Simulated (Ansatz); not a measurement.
`[SiH3][SnH2][Cl]` and `[SiH3][SnH2][SH]` differ in one atom or group.

Ansatz, PBE0-D4/def2-TZVP geometries, multiplicity 1. Each molecule was computed in one conformer, which needn't be the lowest.

Elements past krypton have def2 core potentials.

| property | `[SiH3][SnH2][Cl]` |
| --- | --- |
| zero-point energy (PBE0-D4/def2-TZVP) / kJ/mol | 103.4 |
| HOMO energy (PBE0/def2-TZVPP) / eV | -8.03 |
| HOMO–LUMO gap (PBE0/def2-TZVPP) / eV | 6.97 |
| LUMO energy (ωB97M-V/def2-TZVPP) / eV | 0.64 |
| HOMO energy (B3LYP/def2-TZVPP) / eV | -7.81 |
| ideal-gas entropy at 298 K and 1 bar (rigid rotor, harmonic PBE0-D4/def2-TZVP) / J/(mol·K) | 353 |

Question: Give the same properties after the change, and the shifts. (An estimate is asked.)

Answer: Ansatz gave: 
```
                                                                                  property  `[SiH3][SnH2][SH]`  shift
                                            zero-point energy (PBE0-D4/def2-TZVP) / kJ/mol               123.6   20.2
                                                        HOMO energy (PBE0/def2-TZVPP) / eV               -7.18   0.85
                                                      HOMO–LUMO gap (PBE0/def2-TZVPP) / eV                6.44  -0.53
                                                     LUMO energy (ωB97M-V/def2-TZVPP) / eV                0.90   0.26
                                                       HOMO energy (B3LYP/def2-TZVPP) / eV               -6.93   0.88
ideal-gas entropy at 298 K and 1 bar (rigid rotor, harmonic PBE0-D4/def2-TZVP) / J/(mol·K)                 373     20
```

With PBE0 the HOMO rises by 0.85 eV and the LUMO rises by 0.31 eV, so the gap narrows by about 0.54 eV. PBE moves the HOMO by 0.89 eV and ωB97M-V by 0.69 eV. The zero-point energy changes by 20.2 kJ/mol with +3 modes. Modes under 60 cm⁻¹, often nearly free rotors, make the harmonic entropy too high.

B3LYP here is the variant with VWN-RPA as its local correlation; programs differ in this.
